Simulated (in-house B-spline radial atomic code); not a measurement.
# Ag IX (Ag8+): [Kr] 4d3

All numbers are computed (non-relativistic B3LYP, spin-polarised, spherical fractional occupations, exact exchange averaged over the configuration; point nucleus) with an all-electron radial atomic-structure program (B-spline basis), not measured.

Z_r = [3n² - l(l+1)]/(2<r>); Z_e = n√(-2ε); the last column is Slater's effective charge. Values are occupation-weighted means over spin.

| shell | electrons | ε (eV) | <r> (bohr) | Z_r | Z_e | Slater |
| --- | --- | --- | --- | --- | --- | --- |
| 1s | 2 | -24747 | 0.03239 | 46.31 | 42.65 | 46.70 |
| 2s | 2 | -3714.9 | 0.1404 | 42.72 | 33.05 | 42.85 |
| 2p | 6 | -3466.1 | 0.12 | 41.66 | 31.92 | 42.85 |
| 3s | 2 | -804.97 | 0.3802 | 35.51 | 23.08 | 35.75 |
| 3p | 6 | -704.42 | 0.3721 | 33.60 | 21.59 | 35.75 |
| 3d | 10 | -519.02 | 0.3442 | 30.51 | 18.53 | 25.85 |
| 4s | 2 | -228.53 | 0.8973 | 26.75 | 16.39 | 19.25 |
| 4p | 6 | -194.25 | 0.9403 | 24.46 | 15.11 | 19.25 |
| 4d | 3 | -139.66 | 1.051 | 19.99 | 12.82 | 10.30 |

The least bound orbital is 4d up at -139.7 eV, and it is also the most diffuse (<r> = 1.051 bohr).
